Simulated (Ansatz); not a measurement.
Computed with Ansatz on PBE0-D4/def2-TZVP structures; ΔE is electronic, products minus reactants. CCSD(T)/CBS adds triple-zeta CCSD(T) − MP2 to the extrapolated MP2 energy (def2 sets, frozen cores). This one scheme is used for every species, atoms too. DFT in def2-TZVPP. B3LYP here is the variant with VWN-RPA as its local correlation; programs differ in this. No spin–orbit coupling; open shells (•) take unrestricted orbitals. Spin–orbit coupling would lower the free atoms: a little for Al, C, F, O, Si. One conformer a species, not always the lowest.

Consider the atomization: `F[CH2][AlH][O][SiH3]` → Al• + C• + F• + 6 H• + O• + Si•.

(1) What is ΔE at CCSD(T)/CBS? (Estimate.)

(2) What do these levels give: PBE-D4, r2SCAN-D4, B3LYP-D4, ωB97X-V, ωB97M-V, B2PLYP, PBE0, B3LYP, SCS-MP2/def2-TZVPP, CCSD/def2-TZVPP, CCSD(T)/def2-TZVPP, SCS-MP2/def2-QZVPP? (Estimate.)

Largest T1 diagnostic among the species: 0.018.

Results:

(1) The calculation gave: +3798.3 kJ/mol.

(2) The calculation gave: PBE-D4 3792.7, r2SCAN-D4 3788.9, B3LYP-D4 3776.2, ωB97X-V 3803.8, ωB97M-V 3794.3, B2PLYP 3743.6, PBE0 3718.8, B3LYP 3743.9, SCS-MP2/def2-TZVPP 3746.7, CCSD/def2-TZVPP 3649.0, CCSD(T)/def2-TZVPP 3694.3, SCS-MP2/def2-QZVPP 3816.2 kJ/mol.

The D4 term adds +32.4 kJ/mol with B3LYP and +17.2 kJ/mol with PBE0; it sums over pairs of atoms, weighted by their polarisabilities, and B3LYP, whose exchange is more repulsive, gets the larger term. In def2-TZVPP, CCSD(T) changes the Hartree–Fock value by +882.1 kJ/mol (the triples alone add +45.2 kJ/mol) and MP2 by +940.6 kJ/mol; breaking electron pairs costs correlation energy, which Hartree–Fock lacks.

For atomizations the MP2-based limit and the directly extrapolated one differ by several kJ/mol either way, and by 10 to 25 for some Ge, Se and Sn compounds, so smaller differences from it don't rank the levels.
